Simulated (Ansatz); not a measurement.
A run for Ansatz (a first-principles code): R-CCSD(T)/cc-pVTZ on O3 (SMILES O=[O+][O-]).

Ansatz 0.2 input:
```yaml
crystal:
  periodic: [false, false, false]
  atoms:
    - {symbol: O, position_ang: [0.00000000, 1.07614434, -0.21426023]}
    - {symbol: O, position_ang: [0.00000000, -0.00000000, 0.42862046]}
    - {symbol: O, position_ang: [-0.00000000, -1.07614434, -0.21426023]}
basis:
  gaussian:
    orbitals: cc-pVTZ
magnetization: {spin_polarized: false}
correlation: {method: ccsd_t, electrons: outside_noble_gas}
scf: {lower_state_search: off}
```

It printed:

```
WARN ansatz: RAYON_NUM_THREADS=1 ignored (pool sized by the plan → 1); use --threads N
Functional definition: HF
these checks for a lower state are left out or cut short: stability, starts, cluster_reference, orbital_swaps, neighbouring_geometries, increment
integrals: 0.08 GiB planned
566 factors; integrals over basis functions are off by at most 8.7e-4 eV
mean field: 0.13 GiB planned
mean field evaluation 1: about -6100.7445 eV, gradient 5.0e1 eV
mean field evaluation 2: about -6100.7562 eV, gradient 5.0e1 eV
mean field evaluation 4: about -6104.7315 eV, gradient 3.5e0 eV
mean field evaluation 8: about -6104.7879 eV, gradient 2.1e-1 eV
mean field -6104.78836747 eV, -224.3468345302 hartree, gradient 4.0e-6 eV, S^2 0.000000; 0 other end points of the search recorded, 0 dependent functions left out
3 core orbitals not correlated
reference -6104.78836747 eV, -224.3468345302 hartree; 9, 9 occupied and 78, 78 virtual orbitals, 566 factors
second order -20.96252926 eV of doubles, -0.00000000 eV of singles
coupled cluster: 0.20 GiB planned
cycle   1  -18.95027097 eV  change     1.9e0 eV  update   1.6e-1
cycle   2  -19.90557344 eV  change   -9.6e-1 eV  update   7.3e-2
cycle   3  -20.13995371 eV  change   -2.3e-1 eV  update   2.7e-2
cycle   4  -20.12707224 eV  change    1.3e-2 eV  update   1.1e-2
cycle   5  -20.12972102 eV  change   -2.6e-3 eV  update   5.0e-3
cycle   6  -20.13096013 eV  change   -1.2e-3 eV  update   1.2e-3
cycle   7  -20.12958031 eV  change    1.4e-3 eV  update   5.0e-4
cycle   8  -20.12940242 eV  change    1.8e-4 eV  update   1.7e-4
cycle   9  -20.12945530 eV  change   -5.3e-5 eV  update   7.3e-5
cycle  10  -20.12936999 eV  change    8.5e-5 eV  update   2.6e-5
cycle  11  -20.12940070 eV  change   -3.1e-5 eV  update   8.7e-6
cycle  12  -20.12940733 eV  change   -6.6e-6 eV  update   2.8e-6
perturbative correction -1.23152574 eV, -0.0452577363 hartree
WARN: these amplitudes may be one of several solutions (largest doubles amplitude 0.19, level shift 0.31 eV)
Total energy: -6126.14930054 eV, -225.1318343418 hartree
Checks for a lower state left out: stability, starts, cluster_reference, orbital_swaps, neighbouring_geometries, increment
```

The calculation finished and met its thresholds.

Warnings raised: other roots.

Cost: roughly 1.2 core-seconds.
